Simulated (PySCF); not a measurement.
## ZrCl₃⁺, singlet: computed properties

All numbers come from PBE0/[Zr def2-TZVP with ECP28, Cl def2-TZVP], scalar-relativistic core potentials, density fitting, no spin–orbit coupling, PySCF.

The structure is a saddle point with 1 imaginary mode.

```xyz
4
charge 1 multiplicity 1, angstrom
Zr    0.0000    0.0000    0.0000
Cl    0.0000    0.0000    2.2656
Cl    1.9621    0.0000   -1.1328
Cl   -1.9621    0.0000   -1.1328
```

| Item | Value |
| --- | --- |
| Point group | D3h |
| Bond lengths | Zr–Cl 2.266 Å (×3) |
| Bond angles | Cl–Zr–Cl 120.0° (×3) |
| Dipole moment about the centre of mass | 0.00 D |
| Rotational constants | 0.06261, 0.06261, 0.03131 cm⁻¹ |
| Lowest empty level | -9.49 eV |
| Principal polarisabilities | 42.7, 83.8, 83.8 bohr³ |
| Principal quadrupole moments (Buckingham, traceless) about the centre of mass | -1.27, -1.27, 2.55 D Å |
| Zero-point energy (real modes) | 9.6 kJ/mol |
| Highest occupied level | -14.86 eV |

Harmonic modes (masses in u: Zr 89.905, Cl 34.969):
```csv
symmetry,ω (cm⁻¹),"IR (km/mol, summed over degenerate members)",type
a2'',77i,–,bend
e',98,1.7,bend
a1',419,0.0,stretch
e',494,270,stretch
```

In D3h the vibrations span a2'' + 2e' + a1'. The a1' mode carries no infrared intensity, as symmetry demands.

Charges (e):
| atom | Mulliken | Löwdin | polar tensor | Mayer order to Zr1 |
| --- | --- | --- | --- | --- |
| Zr1 | 1.54 | 0.16 | 2.43 | – |
| Cl2,3,4 | -0.18 | 0.28 | -0.48 | 1.33 |

Mulliken populations on Zr1 (electrons outside its core potential): s 2.19, p 6.27, d 1.92, f 0.08.

Other isomers or separated fragments may lie lower. At this level a singlet minimum of C3v symmetry lies 14 kJ/mol below this structure.

The final relaxation and frequency run took 38 s on 4 threads of a shared Intel Xeon Platinum 8259CL @ 2.50GHz (Skylake/Cascade Lake) host, with 151 basis functions and 7 gradients; the process peaked at 1.6 GiB. Launch command: `OMP_NUM_THREADS=4 python axn.py task.json out`.
